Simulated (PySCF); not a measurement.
# Radial density of Mn (manganese, neutral)

UHF, [Ar] 3d5 4s2, high-spin 6S determinant. Calculation: PySCF 2.14, in cc-pVTZ-DK (7s6p4d2f1g, 68 functions); the spin-free X2C one-electron Hamiltonian (Gaussian nucleus).

```csv
r (bohr),4πr²ρ (e/bohr),4πr²(ρα − ρβ)
0.00108,0.2154,0.0000
0.00182,0.5453,0.0000
0.00306,1.351,0.0001
0.00515,3.229,0.0003
0.00867,7.259,0.0006
0.0146,14.64,0.0013
0.0245,24.47,0.0020
0.0413,30.10,0.0022
0.0694,25.40,0.0042
0.117,24.82,0.0389
0.196,33.26,0.2793
0.330,18.68,1.3649
0.555,12.69,3.5948
0.934,12.85,3.9874
1.57,3.408,1.7631
2.64,0.9660,0.3028
4.45,0.3210,-0.0335
7.48,0.02199,-0.0085
12.6,6.751e-05,0.0000
```

Densities and radii are taken from the X2C orbitals without a picture-change correction, which distorts them close to the nucleus.

Where is the radial spin density 4πr²(ρα − ρβ) most negative, and why is it negative at all?

Around r = 4.45 bohr, down to -0.0335 e/bohr: exchange with the open shell polarises the paired shells in an unrestricted calculation.
